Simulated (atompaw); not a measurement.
Scattering properties, PAW (atompaw) potential for In (Z = 49)

| Property | Result |
| --- | --- |
| Element | In |
| Generator | atompaw 4.2.0.5 |
| Type | PAW |
| Functional | PBE |
| Relativity | scalar-relativistic |
| Frozen core | [Ar] 3d10 |
| Valence charge | 21 |
| Reference configuration | 4s2 4p6 4d10 5s1.75 5p1.25 |
| Partial waves | 4s (bound): rc 1.45 bohr; 5s (bound): rc 1.25 bohr; 4p (bound): rc 1.35 bohr; 5p (bound): rc 1.60 bohr; 4d (bound): rc 1.60 bohr; 4d channel at -1.05 Ry: rc 1.60 bohr |
| Local potential | vpsmatchnc scheme with l = 3 at 0 Ry, radius 1.25 bohr |
| Core correction | smooth core density matched at 1.05 bohr |
| Augmentation charge | besselshape compensation charge, radius 1.45 bohr; PAW radius 1.60 bohr; waves and projectors: custom polynom vanderbiltortho |

The phase is arctan(r·u′/u) with u = r·R(r), unwrapped; energies in Ry, scanned from -11 to 5 Ry. A pole is an energy at which the radial function vanishes at the test radius. The pseudo phase is shifted by a multiple of π to meet the all-electron one at the reference energy, and phase errors are pseudo minus all-electron; the curves can meet again beyond the range given. Levels narrower than the energy grid can be missing from the lists of poles.

```
channel  radius (bohr)  reference energy (Ry)  poles, all-electron  poles, pseudo  unbroken range about the reference energy with phases within 0.05 rad  phase error 1 Ry above the reference energy (rad)
      s           1.60                  -0.62                -8.41          -8.41                                                        the whole range                                             +0.000
      p           1.60                  -0.20                -5.06          -5.07                                                              below 2.3                                             -0.002
      d           1.60                  -1.40                 0.17           0.17                                                        the whole range                                             +0.000
```

Note: ghost state, extra bound levels that the all-electron valence spectrum of the same l lacks: s at -362.3 eV. A true bound ghost makes a file unfit for plane-wave use.

Phases in the d channel:

```tsv
E (Ry)	all-electron	pseudo
-11.00	1.372	1.372
-10.52	1.367	1.367
-10.04	1.361	1.361
-9.56	1.355	1.355
-9.08	1.348	1.348
-8.60	1.340	1.340
-8.12	1.331	1.331
-7.64	1.322	1.321
-7.16	1.310	1.310
-6.68	1.297	1.297
-6.20	1.281	1.281
-5.72	1.262	1.262
-5.24	1.239	1.239
-4.76	1.208	1.208
-4.28	1.167	1.167
-3.80	1.108	1.108
-3.32	1.014	1.014
-2.84	0.843	0.843
-2.36	0.465	0.465
-1.88	-0.334	-0.334
-1.40	-1.020	-1.020
-0.92	-1.321	-1.321
-0.44	-1.467	-1.467
0.04	-1.553	-1.553
0.52	-1.613	-1.613
1.00	-1.658	-1.658
1.48	-1.696	-1.696
1.96	-1.730	-1.730
2.44	-1.763	-1.763
2.92	-1.796	-1.797
3.40	-1.832	-1.832
3.88	-1.871	-1.873
4.36	-1.918	-1.920
4.84	-1.975	-1.979
```
